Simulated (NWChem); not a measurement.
System: C3H3, doublet; SMILES [CH]=C=C

Input file for NWChem:

```
start job
memory heap 200 mb stack 900 mb global 1100 mb
geometry units angstroms noautosym nocenter noautoz
  C      0.000000     0.000000     1.259395
  C      0.000000     0.000000    -0.113401
  C      0.000000     0.000000    -1.357721
  H      0.000000     0.945526     1.824862
  H      0.000000    -0.945526     1.824862
  H      0.000000     0.000000    -2.438368
end
basis spherical
  C library 6-31g*
  H library 6-31g*
end
dft
  odft
  mult 2
  xc hfexch
  iterations 150
  mulliken
end
task dft energy
esp
  recalculate
  probe 0.07
  range 0.3
  factor 1.0
  spacing 0.02
end
task esp
```

Output (shortened):

```
             Northwest Computational Chemistry Package (NWChem) 7.3.0
             --------------------------------------------------------

                             Geometry "geometry" -> ""
                             -------------------------

 Output coordinates in angstroms (scale by  1.889725989 to convert to a.u.)

  No.       Tag          Charge          X              Y              Z
 ---- ---------------- ---------- -------------- -------------- --------------
    1 C                    6.0000     0.00000000     0.00000000     1.25939500
    2 C                    6.0000     0.00000000     0.00000000    -0.11340100
    3 C                    6.0000     0.00000000     0.00000000    -1.35772100
    4 H                    1.0000     0.00000000     0.94552600     1.82486200
    5 H                    1.0000     0.00000000    -0.94552600     1.82486200
    6 H                    1.0000     0.00000000     0.00000000    -2.43836800

 Effective nuclear repulsion energy (a.u.)      52.7717158213

  xc_inp: hfexch multiplicative factor not found.

                                 NWChem DFT Module
                                 -----------------

 Summary of "ao basis" -> "ao basis" (spherical)
 ------------------------------------------------------------------------------
       Tag                 Description            Shells   Functions and Types
 ---------------- ------------------------------  ------  ---------------------
 C                           6-31g*                  6       14   3s2p1d
 H                           6-31g*                  2        2   2s

            General Information
            -------------------
          SCF calculation type: DFT
          Wavefunction type:  spin polarized.
          No. of atoms     :     6
          No. of electrons :    21
           Alpha electrons :    11
            Beta electrons :    10
          Charge           :     0
          Spin multiplicity:     2
          Use of symmetry is: off; symmetry adaption is: off
          Maximum number of iterations: 150
          AO basis - number of functions:    48
                     number of shells:    24
          Convergence on energy requested:  1.00D-06
          Convergence on density requested:  1.00D-05
          Convergence on gradient requested:  5.00D-04

              XC Information
              --------------
                     Hartree-Fock (Exact) Exchange  1.000

      Superposition of Atomic Density Guess
      -------------------------------------

 Sum of atomic energies:        -114.47546006

      Non-variational initial energy
      ------------------------------

 Total energy =    -115.896304
 1-e energy   =    -256.759455
 2-e energy   =      88.091435
 HOMO         =      -0.152841
 LUMO         =       0.067227

     ---------------------------------------------
      Total Density - Mulliken Population Analysis
     ---------------------------------------------

    Atom       Charge   Shell Charges
 -----------   ------   -------------------------------------------------------
    1 C    6     6.48   2.00  0.72  1.86  0.65  1.23  0.03
    2 C    6     5.88   2.00  0.74  1.87  0.52  0.72  0.04
    3 C    6     6.41   2.00  0.74  1.84  0.68  1.11  0.03
    4 H    1     0.76   0.45  0.31
    5 H    1     0.76   0.45  0.31
    6 H    1     0.71   0.42  0.29

     --------------------------------------------
      Spin Density - Mulliken Population Analysis
     --------------------------------------------

    Atom       Charge   Shell Charges
 -----------   ------   -------------------------------------------------------
    1 C    6     0.60   0.00  0.00  0.31  0.00  0.29 -0.00
    2 C    6     0.02   0.00  0.00  0.00  0.00 -0.00  0.01
    3 C    6     0.39   0.00  0.00  0.21  0.00  0.18  0.00
    4 H    1     0.00   0.00  0.00
    5 H    1     0.00   0.00  0.00
    6 H    1     0.00   0.00  0.00

[...]

                     NWChem Electrostatic Potential Fit Module
                     -----------------------------------------

 Atom parameters

 Number of atoms is                                    6
 Number of basis functions is                         48

 Grid parameters

 Maximum number of grid points is                  29778
 Number of grid points is                          29777
 Grid range                                     0.300000 nm
 Grid spacing                                   0.020000 nm
 Probe radius                                   0.070000 nm
 Atom radius factor                             1.000000

 Atomic radii

    1    0.100000
    6    0.147000
 FASTESP  F
  using M.O. file = ./job.movecs

    Atom              Coordinates                           Charge

                                                  ESP

    1 C     0.000000    0.000000    0.125940   -0.309463
    2 C     0.000000    0.000000   -0.011340    0.155801
    3 C     0.000000    0.000000   -0.135772   -0.441822
    4 H     0.000000    0.094553    0.182486    0.149162
    5 H     0.000000   -0.094553    0.182486    0.149109
    6 H     0.000000    0.000000   -0.243837    0.297213
                                            ------------
                                               -0.000000

 Dipole moment                                  0.022784

 Quadrupole moment Qxx                         -6.179106
                   Qyy                         -3.322323
                   Qzz                          9.501429

 RMS deviation kJ/mol                           0.066592

 RRMS %                                        34.952961
```

Level: UHF/6-31G* (spherical d). In the optimisation the excess spin sits in b1 (C2v, its own frame). Coordinates come from a PBE-D3(BJ)/def2-SVP, spin-unrestricted optimisation. The determinant is spin-contaminated (<S²> = 1.04). No stability test was run on the SCF state.
